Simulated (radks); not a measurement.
Values are calculated unless marked as measured or tabulated.
Q: The table gives one normalised radial function P(r) = r R(r) of Mo31+ in [Ne] 3s1 (r in bohr). Level of theory: scalar-relativistic Kohn-Sham, r2SCAN, spin-polarised, spherical densities, finite nucleus; open shells are filled with parallel spins first (spin-orbit coupling, left out, can overturn this in heavy ions); meta-GGA in the generalised Kohn-Sham scheme; Fermi nuclear charge, rms radius 4.4091 fm (a radial shooting solver on a logarithmic mesh with Libxc functionals).

r	P
0.00186	0.1772
0.002064	0.1938
0.002309	0.2133
0.002582	0.2344
0.002865	0.2555
0.003205	0.2800
0.003585	0.3062
0.003977	0.3320
0.004449	0.3615
0.004976	0.3925
0.005521	0.4225
0.006176	0.4559
0.006908	0.4899
0.007665	0.5217
0.008573	0.5554
0.009589	0.5877
0.01064	0.6156
0.0119	0.6422
0.01331	0.6636
0.01477	0.6773
0.01652	0.6835
0.01848	0.6786
0.0205	0.6621
0.02293	0.6289
0.02565	0.5774
0.02846	0.5111
0.03184	0.4181
0.03561	0.3015
0.03951	0.1722
0.0442	0.0114
0.04943	-0.1684
0.05485	-0.3474
0.06135	-0.5450
0.06862	-0.7367
0.07614	-0.8970
0.08517	-1.0352
0.09526	-1.1203
0.1057	-1.1365
0.1182	-1.0717
0.1322	-0.9115
0.1467	-0.6747
0.1641	-0.3320
0.1836	0.0826
0.2037	0.5040
0.2278	0.9569
0.2548	1.3618
0.2828	1.6547
0.3163	1.8494
0.3538	1.9000
0.3925	1.8186
0.4391	1.6117
0.4911	1.3205
0.5449	1.0195
0.6095	0.7090
0.6817	0.4485
0.7564	0.2673
0.8461	0.1372
0.9464	0.0622
1.05	0.0264
1.175	0.0090

Which n and l does it have? It may be an empty orbital.

A: n = 3, l = 0: the number of nodes gives n - l - 1 = 2, the rise at small r (about r^(l+1), flatter next to the nucleus through relativity) gives l, and the extent must fit the shell. The curve is that of 3s down; the table hardly tells the two spins apart. 3s down (empty): eigenvalue -1733.6 eV, 2 radial nodes at r = 0.0445, 0.180 bohr, <r> = 0.367 bohr, 90 % of the charge inside 0.533 bohr.
